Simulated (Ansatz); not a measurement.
Computed with Ansatz (an electronic-structure program) with B3LYP-D3(BJ)/def2-TZVP. No frequencies were computed at this level.

Ansatz 0.2 input:
```yaml
crystal:
  periodic: [false, false, false]
  atoms:
    - { symbol: F, position_ang: [-0.756738, 1.295273, -0.179189] }
    - { symbol: Si, position_ang: [-0.073575, 0.005714, 0.487984] }
    - { symbol: F, position_ang: [-0.985584, -1.129813, -0.185317] }
    - { symbol: Cl, position_ang: [1.815897, -0.171172, -0.12348] }
basis:
  gaussian: { orbitals: def2-tzvp }
hamiltonian:
  xc: b3lyp
  dispersion: d3bj
relax:
  max_steps: 150
magnetization:
  spin_polarized: true
  initial_magnetization: 1
```

Output:

```
Functional definition: B3LYP
836 factors; their error is unknown
mean field evaluation 1: about -25837.9836 eV, gradient 3.5e1 eV
mean field evaluation 2: about -25830.4242 eV, gradient 6.3e1 eV
mean field evaluation 4: about -25841.3658 eV, gradient 1.3e0 eV
mean field evaluation 8: about -25841.3722 eV, gradient 3.1e-2 eV
mean field evaluation 16: about -25841.4447 eV, gradient 4.7e-5 eV
mean field -25841.44474496 eV, -949.6555784170 hartree, gradient 4.7e-5 eV, S^2 0.751448; 0 other end points of the search recorded, 0 dependent functions left out
reference -25841.44494562 eV, -949.6555857910 hartree; 25, 24 occupied and 111, 112 virtual orbitals, 836 factors
relax step   1: F+E_penalty+E_count = -25841.59416209 eV  Δ(F+E_penalty+E_count) = +0.000e0 eV  max|allowed force component| = 1.753e0 eV/Å  Δτ_max = 0.0000 Å  (28 SCF iters, accepted)
these checks for a lower state are left out or cut short: starts, cluster_reference, orbital_swaps, neighbouring_geometries, increment
836 factors; their error is unknown
mean field -25841.50836390 eV, -949.6579163699 hartree, gradient 1.4e-5 eV, S^2 0.751552; 0 other end points of the search recorded, 0 dependent functions left out
reference -25841.50856571 eV, -949.6579237864 hartree; 25, 24 occupied and 111, 112 virtual orbitals, 836 factors
relax step   2: F+E_penalty+E_count = -25841.65656580 eV  Δ(F+E_penalty+E_count) = -6.240e-2 eV  max|allowed force component| = 7.816e-1 eV/Å  Δτ_max = 0.0394 Å  (30 SCF iters, accepted)
these checks for a lower state are left out or cut short: starts, cluster_reference, orbital_swaps, neighbouring_geometries, increment
836 factors; their error is unknown
mean field -25841.52872204 eV, -949.6586645176 hartree, gradient 1.0e-5 eV, S^2 0.751582; 0 other end points of the search recorded, 0 dependent functions left out
reference -25841.52892485 eV, -949.6586719708 hartree; 25, 24 occupied and 111, 112 virtual orbitals, 836 factors
relax step   3: F+E_penalty+E_count = -25841.67716562 eV  Δ(F+E_penalty+E_count) = -2.060e-2 eV  max|allowed force component| = 4.089e-1 eV/Å  Δτ_max = 0.0309 Å  (31 SCF iters, accepted)
these checks for a lower state are left out or cut short: starts, cluster_reference, orbital_swaps, neighbouring_geometries, increment
836 factors; their error is unknown
mean field evaluation 32: about -25841.3360 eV, gradient 4.0e0 eV
mean field -25841.49492141 eV, -949.6574223676 hartree, gradient 1.8e-5 eV, S^2 0.751439; 0 other end points of the search recorded, 0 dependent functions left out
reference -25841.49512508 eV, -949.6574298523 hartree; 25, 24 occupied and 111, 112 virtual orbitals, 836 factors
relax step   4: F+E_penalty+E_count = -25841.64316534 eV  Δ(F+E_penalty+E_count) = +3.400e-2 eV  max|allowed force component| = 1.205e0 eV/Å  Δτ_max = 0.0696 Å  (31 SCF iters, rejected (line search))
these checks for a lower state are left out or cut short: starts, cluster_reference, orbital_swaps, neighbouring_geometries, increment
836 factors; their error is unknown
mean field -25841.53503477 eV, -949.6588965063 hartree, gradient 1.6e-5 eV, S^2 0.751522; 0 other end points of the search recorded, 0 dependent functions left out
reference -25841.53523773 eV, -949.6589039649 hartree; 25, 24 occupied and 111, 112 virtual orbitals, 836 factors
relax step   5: F+E_penalty+E_count = -25841.68369063 eV  Δ(F+E_penalty+E_count) = -6.525e-3 eV  max|allowed force component| = 8.170e-2 eV/Å  Δτ_max = 0.0172 Å  (30 SCF iters, accepted)
these checks for a lower state are left out or cut short: starts, cluster_reference, orbital_swaps, neighbouring_geometries, increment
836 factors; their error is unknown
mean field -25841.53514995 eV, -949.6589007389 hartree, gradient 1.2e-5 eV, S^2 0.751510; 0 other end points of the search recorded, 0 dependent functions left out
reference -25841.53535282 eV, -949.6589081945 hartree; 25, 24 occupied and 111, 112 virtual orbitals, 836 factors
relax step   6: F+E_penalty+E_count = -25841.68388654 eV  Δ(F+E_penalty+E_count) = -1.959e-4 eV  max|allowed force component| = 1.019e-2 eV/Å  Δτ_max = 0.0041 Å  (26 SCF iters, accepted)
these checks for a lower state are left out or cut short: starts, cluster_reference, orbital_swaps, neighbouring_geometries, increment
836 factors; their error is unknown
mean field -25841.53515530 eV, -949.6589009355 hartree, gradient 2.5e-5 eV, S^2 0.751511; 0 other end points of the search recorded, 0 dependent functions left out
reference -25841.53535818 eV, -949.6589083914 hartree; 25, 24 occupied and 111, 112 virtual orbitals, 836 factors
relax step   7: F+E_penalty+E_count = -25841.68388873 eV  Δ(F+E_penalty+E_count) = -2.198e-6 eV  max|allowed force component| = 4.374e-4 eV/Å  Δτ_max = 0.0002 Å  (20 SCF iters, accepted)
836 factors; their error is unknown
mean field evaluation 64: about -25841.4625 eV, gradient 1.4e-1 eV
mean field -25841.53515530 eV, -949.6589009355 hartree, gradient 2.5e-5 eV, S^2 0.751511; 1 other end points of the search recorded, 0 dependent functions left out
reference -25841.53535818 eV, -949.6589083914 hartree; 25, 24 occupied and 111, 112 virtual orbitals, 836 factors
Total energy: -25841.68409162 eV, -949.6643742443 hartree
Atom 0 at    -0.727944     1.353506    -0.160029 Å, force    -0.000212     0.000176    -0.000193 eV/Å
Atom 1 at    -0.131316     0.011252     0.453444 Å, force     0.000269    -0.000031     0.000437 eV/Å
Atom 2 at    -0.968313    -1.192539    -0.166463 Å, force    -0.000239    -0.000129    -0.000192 eV/Å
Atom 3 at     1.827573    -0.172218    -0.126954 Å, force     0.000182    -0.000017    -0.000053 eV/Å
Dipole moment:     0.058501    -0.006068     0.215566 e Å
```

Cost: roughly 50 core-seconds.
